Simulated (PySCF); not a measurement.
The dipole of `C#CCS[SiH2]SC` from its density and from atomic charges.

Coordinates (GFN2-xTB, Å) and charges (e) from the PBE0/pcSseg-1 density (PySCF):

```json
{"atom": "C1", "x": "-2.257", "y": "1.627", "z": "0.505", "Mulliken": "-0.3132", "IAO": "-0.2313", "Hirshfeld": "-0.1053", "ESP-fitted": "-0.4842"}
{"atom": "C2", "x": "-2.300", "y": "0.477", "z": "0.175", "Mulliken": "+0.1645", "IAO": "-0.0325", "Hirshfeld": "-0.0481", "ESP-fitted": "+0.1057"}
{"atom": "C3", "x": "-2.287", "y": "-0.920", "z": "-0.160", "Mulliken": "-0.2984", "IAO": "-0.3395", "Hirshfeld": "-0.0514", "ESP-fitted": "-0.2246"}
{"atom": "S4", "x": "-1.335", "y": "-1.907", "z": "1.077", "Mulliken": "-0.2446", "IAO": "-0.1585", "Hirshfeld": "-0.0794", "ESP-fitted": "-0.2170"}
{"atom": "Si5", "x": "0.602", "y": "-1.034", "z": "0.903", "Mulliken": "+0.5590", "IAO": "+0.6186", "Hirshfeld": "+0.2763", "ESP-fitted": "+0.2298"}
{"atom": "S6", "x": "1.001", "y": "-0.614", "z": "-1.159", "Mulliken": "-0.3106", "IAO": "-0.1867", "Hirshfeld": "-0.0920", "ESP-fitted": "-0.2217"}
{"atom": "C7", "x": "2.691", "y": "0.024", "z": "-0.985", "Mulliken": "-0.3931", "IAO": "-0.4974", "Hirshfeld": "-0.1121", "ESP-fitted": "-0.3737"}
{"atom": "H8", "x": "-2.249", "y": "2.644", "z": "0.761", "Mulliken": "+0.0482", "IAO": "+0.2034", "Hirshfeld": "+0.0946", "ESP-fitted": "+0.3259"}
{"atom": "H9", "x": "-3.294", "y": "-1.337", "z": "-0.141", "Mulliken": "+0.1966", "IAO": "+0.1923", "Hirshfeld": "+0.0664", "ESP-fitted": "+0.2166"}
{"atom": "H10", "x": "-1.829", "y": "-1.085", "z": "-1.136", "Mulliken": "+0.2100", "IAO": "+0.1823", "Hirshfeld": "+0.0508", "ESP-fitted": "+0.1460"}
{"atom": "H11", "x": "1.524", "y": "-2.042", "z": "1.394", "Mulliken": "-0.0516", "IAO": "-0.1123", "Hirshfeld": "-0.0717", "ESP-fitted": "+0.0058"}
{"atom": "H12", "x": "0.684", "y": "0.222", "z": "1.638", "Mulliken": "-0.0431", "IAO": "-0.1274", "Hirshfeld": "-0.0797", "ESP-fitted": "+0.0092"}
{"atom": "H13", "x": "3.336", "y": "-0.755", "z": "-0.593", "Mulliken": "+0.1551", "IAO": "+0.1569", "Hirshfeld": "+0.0473", "ESP-fitted": "+0.1369"}
{"atom": "H14", "x": "3.019", "y": "0.316", "z": "-1.977", "Mulliken": "+0.1665", "IAO": "+0.1754", "Hirshfeld": "+0.0566", "ESP-fitted": "+0.1991"}
{"atom": "H15", "x": "2.690", "y": "0.886", "z": "-0.325", "Mulliken": "+0.1548", "IAO": "+0.1567", "Hirshfeld": "+0.0474", "ESP-fitted": "+0.1463"}
```

Q: Compute μ = Σ q r for each scheme (1 e·Å = 4.803 D) and compare with the dipole of the full density.

A: The full density gives (1.46, 1.31, -0.12) D, 1.96 D in size; dipole vectors point from the negative to the positive end.

```
    scheme    μx     μy     μz  size (D)  share of the full size (%)  angle to the full dipole (°)
  Mulliken  2.37  -1.35   0.30      2.75                         140                            72
       IAO  1.07   0.22   0.43      1.18                          60                            39
 Hirshfeld  0.54   0.15  -0.26      0.62                          31                            33
ESP-fitted  1.52   1.27  -0.19      1.99                         102                             3
```

Q: Which set comes closest?

A: Length of the difference vector: ESP-fitted 0.09 D, IAO 1.28 D, Hirshfeld 1.48 D, Mulliken 2.84 D. Closest: ESP-fitted. The schemes that divide the density aren't constrained to reproduce the dipole.

Q: What is left for the Hirshfeld atoms' own dipoles?

A: The Hirshfeld atoms' densities add up to the full density, so μ = Σ q r + Σ (atomic dipoles). The atomic dipoles sum to (1.46, 1.31, -0.12) − (0.54, 0.15, -0.26) = (0.92, 1.16, 0.14) D, 1.48 D in size.

Q: With the origin at the mean of the coordinates, (0.000, -0.233, -0.001) Å, which are the largest single terms, by size, of the Hirshfeld dipole along the direction of the full one?

A: C7 -1.20, H9 -1.01, S4 +0.83, H14 +0.74, H15 +0.63 D; all 15 atoms together +0.52 D. The single terms depend on the origin, their sum doesn't.

Q: Give the size of the full dipole in other units.

A: 1.96 D = 0.772 au = 0.409 e·Å = 6.55 × 10⁻³⁰ C·m.

The structure is a single GFN2-xTB conformer in the gas phase; no vibrational or solvent corrections.

The run behind these numbers computed NMR shieldings as well. Hardware: one thread of an Arm Neoverse N1, shared host with 64 logical CPUs at a one-minute load of 56. Cost: 47 s of wall time, 0.82 GiB resident at most.

Shape of the structure used: `[CH:1]#[C:2][CH2:3][S:4][SiH2:5][S:6][CH3:7]`: C2–C3–S4–Si5 -61°, C3–S4–Si5–S6 -39°, S4–Si5–S6–C7 -178°.
